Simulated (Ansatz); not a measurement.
Reactions of CH4BF2N (`CNB(F)F`).

Program: Ansatz. Geometries: PBE0-D4/def2-TZVP. ΔE: electronic, gas phase. CBS: MP2 limit from def2 TZ/QZ plus the TZ coupled-cluster correction, frozen cores. This one scheme is used for every species, atoms too. Open shells (•) are unrestricted, without spin–orbit coupling. Spin–orbit coupling would lower the free atoms: a little for B, C, F. For Br outer-core shells are correlated without core-valence functions, so the limit isn't a true one: a few kJ/mol of doubt a bond, and 10 to 20 or more in all where bonds break to atoms. Scalar relativity is left out up to krypton. One conformer a species, not always the lowest.

```csv
reaction,HF/CBS(def2) (kJ/mol),CCSD(T)/CBS(def2) (kJ/mol)
`CNB(F)F` + H₂S → `FB(F)S` + CH₃NH₂,71,62
`CNB(F)F` + H₂ → `CNBF` + H–F,122,113
`CNB(F)F` + `[OH][Al]([OH])[Br]` → `C[O][Al]([OH])[Br]` + `NB(F)F`,16,26
`CNB(F)F` + H₂S → `CNB(F)S` + H–F,112,80
`CNB(F)F` → `[CH2]` (triplet) + `NB(F)F`,259,401
`CNB(F)F` + `[SiH3]Cl` → `CNB(F)[SiH2]Cl` + H–F,190,144
`CNB(F)F` → B• + C• + 2 F• + 4 H• + N•,2823,3788
`CNB(F)F` → `FBF` + `C=N`,223,239
`CNB(F)F` + SiH₄ → `CNB(F)[SiH3]` + H–F,200,157
`CNB(F)F` → `NBC(F)F`,359,346
```

Largest T1 diagnostic: 0.014, for B•.
